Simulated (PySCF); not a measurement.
Spinor energies of Te⁴⁰⁺ (tellurium, charge +40)

Start: [Ne] 3s2. Calculated with PySCF 2.14 in an uncontracted even-tempered set (18 s from 2.9 bohr⁻², ratio 2.6; 14 p from 3.8 bohr⁻², ratio 2.6; 6 d from 3.9 bohr⁻², ratio 2.8; 4 f from 55 bohr⁻², ratio 2.8): generalised Hartree-Fock with the X2C-1e Hamiltonian and a Gaussian nucleus; spin-orbit coupling (SO) screened by Boettger's factors.

```csv
spinor shell,electrons,"ε, screened SO (eV)",weight of nominal j (screened SO),"rms radius, screened SO (bohr)"
1s1/2,2,-34523.9,1.000,0.0318
2s1/2,2,-7398.7,1.000,0.127
2p1/2,2,-7098.4,1.000,0.110
3s1/2,2,-2954.5,1.000,0.304
```

Q: Where does 2p3/2 lie, and what is the 2p spin-orbit splitting (screened SO)?

A: At -6811.7 eV, 286.68 eV above 2p1/2.

```tsv
quantity	screened SO
E (hartree)	-5350.16869
M_J	0
⟨J²⟩	0.000
⟨L²⟩	0.007
⟨S²⟩	0.007
```

Breit and QED terms are absent; they matter most for the inner s and p1/2 levels.

Densities and radii are taken from the X2C orbitals without a picture-change correction, which distorts them close to the nucleus.
